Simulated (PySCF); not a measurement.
The vertical singlet excitations below were computed for one of the candidates. Method used: TDDFT wB97X-D/def2-SVPD, vertical, gas phase, core orbitals frozen in the response in PySCF. Geometries: GFN2-xTB, one conformer each.

```tsv
state	E (eV)	f
S1	4.38	0.0019
S2	4.91	0.0050
S3	5.31	0.0003
S4	5.42	0.040
S5	6.02	0.164
S6	6.53	0.010
S7	6.60	0.027
S8	6.80	0.394
```

Question: Which candidate is it? All have the formula C7H8N2.
A. `c1ccc(N=C)c(N)c1`
B. `c1cnccc1/C=N\C`
C. `CCC/C(C#N)=C\C#N`

Answer: B. Its S1 lies at 4.38 eV; the nearest of the others has S1 at 3.97 eV. S1 is HOMO→LUMO (82%), HOMO→LUMO+2 (8%). Löwdin shares by element: HOMO nitrogen 54%, carbon 20% or more (atoms not listed hold the other 26%); LUMO nitrogen 30%, carbon 29% or more (atoms not listed hold the other 41%). At the same level the other candidates give, for their lowest levels:
- `CCC/C(C#N)=C\C#N`: 5.46 eV (f 0.476); 5.90 eV (f 0.001); 6.32 eV (f 0.003); 6.87 eV (f 0.008); 7.05 eV (f 0.001); T1 3.18 eV; HOMO -10.23, LUMO -1.12 eV
- `C=Nc1ccccc1N`: 3.97 eV (f 0.130); 4.64 eV (f 0.007); 5.36 eV (f 0.080); 5.79 eV (f 0.256); 5.98 eV (f 0.130); T1 3.08 eV; HOMO -7.49, LUMO 0.51 eV

Conformer computed: `[CH3:1]/[N:2]=[CH:3]\[c:4]1[cH:5][cH:6][n:7][cH:8][cH:9]1`: N2–C3–C4–C5 -50°.
Triplets come from the Tamm–Dancoff approximation.
